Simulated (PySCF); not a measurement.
# A series of derivatives of C[SiH](N)[SiH3]

Parent skeleton `[CH3:1][SiH:2]([NH2:3])[SiH3:4]`; one hydrogen on atom 2 is replaced by X. Hydrogens on one atom are averaged.

[PySCF 2.14: geometry from GFN2-xTB; shielding tensors at PBE0/pcSseg-1 (GIAO); non-relativistic Hamiltonian; equivalent nuclei averaged; no solvent model; one conformer]

δ = σ(ref) − σ, references computed at the same level: 13C (σref 186.93) and 29Si (σref 349.16) and 1H (σref 31.72) vs TMS; 15N (σref 267.73) against NH3.

**Question.** Give δ (ppm) for X = N=CH2, vinyl, CH2CF3, NHCOCH3, CF=CF2, OCOCH3, NHCHO, COCH3, CH2F.

**Answer.** 
```csv
X,SMILES,C1,Si2,N3,Si4,H(C1),H(Si4)
N=CH2,C=N[Si@](C)(N)[SiH3],0.2,-23.9,29.0,-116.4,0.32,3.33
vinyl,C=C[Si@@](C)(N)[SiH3],7.2,-18.1,17.4,-118.1,0.23,3.33
CH2CF3,C[Si@@](N)([SiH3])CC(F)(F)F,3.4,-2.1,19.1,-117.5,0.49,3.36
NHCOCH3,CC(=O)N[Si@](C)(N)[SiH3],2.8,-5.8,26.6,-129.5,0.27,3.65
CF=CF2,C[Si@@](N)([SiH3])C(F)=C(F)F,-0.1,-20.3,15.0,-119.9,0.48,3.43
OCOCH3,CC(=O)O[Si@@](C)(N)[SiH3],2.4,9.4,29.1,-118.1,0.29,3.44
NHCHO,C[Si@](N)([SiH3])NC=O,3.1,-7.8,25.4,-127.7,0.33,3.67
COCH3,CC(=O)[Si@](C)(N)[SiH3],4.0,-30.6,10.2,-122.2,0.53,3.26
CH2F,C[Si@@](N)([SiH3])CF,3.3,-11.4,12.6,-124.7,0.34,3.22
```

**Question.** Which position responds most, and to which substituents?

**Answer.** Si2: from -30.6 ppm with COCH3 to 9.4 ppm with OCOCH3.

Experimental scales use liquid or dissolved standards, which lie at an offset from isolated NH3 (liquid NH3: subtract about 20 ppm). Unscaled 15N shifts of sp2 nitrogen come out 20 to 40 ppm too high even then.
